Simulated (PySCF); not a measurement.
**Two-component Hartree-Fock for In (indium, neutral)**

Start: [Kr] 4d10 5s2 5p1; 5p3/2 filled at m_j = +3/2. Calculated with PySCF 2.14 in x2c-TZVPall-2c (8s9p5d2f, 74 functions): generalised Hartree-Fock with the X2C-1e Hamiltonian and a Gaussian nucleus; one run each with spin-orbit coupling (SO) screened by Boettger's factors, then bare. This is a chosen level, not necessarily the ground level.

```tsv
spinor shell	electrons	ε, screened SO (eV)	ε, bare SO (eV)	weight of nominal j (bare SO)	rms radius, bare SO (bohr)
1s1/2	2	-28079.2	-28079.0	1.000	0.0340
2s1/2	2	-4294.8	-4294.8	1.000	0.139
2p1/2	2	-3994.6	-4001.3	1.000	0.120
2p3/2	4	-3781.5	-3778.7	1.000	0.125
3s1/2	2	-854.03	-854.02	1.000	0.371
3p1/2	2	-731.41	-732.66	1.000	0.364
3p3/2	4	-691.61	-691.09	1.000	0.376
3d3/2	4	-476.51	-477.75	1.000	0.350
3d5/2	6	-468.54	-467.73	1.000	0.354
4s1/2	2	-144.37	-144.37	1.000	0.907
4p1/2	2	-102.16	-102.39	1.000	0.970
4p3/2	4	-95.166	-95.073	1.000	1.00
4d3/2	4	-28.121	-28.276	0.998	1.26
4d5/2	6	-27.174	-27.078	0.999	1.29
5s1/2	2	-10.815	-10.817	0.999	2.91
5p3/2	1	-5.250	-5.248	1.000	4.04
```

```
   quantity  screened SO      bare SO
E (hartree)  -5878.90003  -5879.01942
        M_J          3/2          3/2
       ⟨J²⟩        3.763        3.763
       ⟨L²⟩        2.026        2.029
       ⟨S²⟩        0.771        0.773
```

Each row is a mean over spinors that exchange with the open shell spreads, by up to 1.448 eV (5s1/2).

Breit and QED terms are absent; they matter most for the inner s and p1/2 levels.

Densities and radii are taken from the X2C orbitals without a picture-change correction, which distorts them close to the nucleus.
